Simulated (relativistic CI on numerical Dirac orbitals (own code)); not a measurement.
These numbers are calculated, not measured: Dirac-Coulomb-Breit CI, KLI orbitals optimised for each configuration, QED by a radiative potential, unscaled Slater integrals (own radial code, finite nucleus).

The strongest absorption lines from the ground level of an ion, among the configurations computed and to levels below about 4850 eV (vacuum wavelength in Å, gf): 2.5683 (0.046), 2.5864 (0.031), 2.9552 (0.097), 2.9974 (0.069), 4.1061 (0.31), 4.2726 (0.26), 28.555 (0.53), 84.575 (0.084).

Problem. Which ion is it?
A. Yb⁶¹⁺
B. Yb⁵⁹⁺
C. Yb⁵⁷⁺
D. Tb⁵⁴⁺

Solution. B. Yb⁵⁹⁺ has 11 electrons and the ground level 3s 2S_1/2; the strongest line goes to 3p 2P°_3/2. The pattern of lines fixes the number of electrons, and along that sequence the line energies rise steadily with the charge (about as its square where n changes within one kind of shell, about linearly where n is kept but much faster in heavy ions where fine structure, which grows about as Z⁴, sets the gap, and irregularly where shells cross), which fixes Z. Configurations outside the model, such as inner-shell arrays, can give stronger lines. At this charge energies of transitions that change n are usually good to better than 1 %, and those within a shell (Δn = 0) to a few per cent.
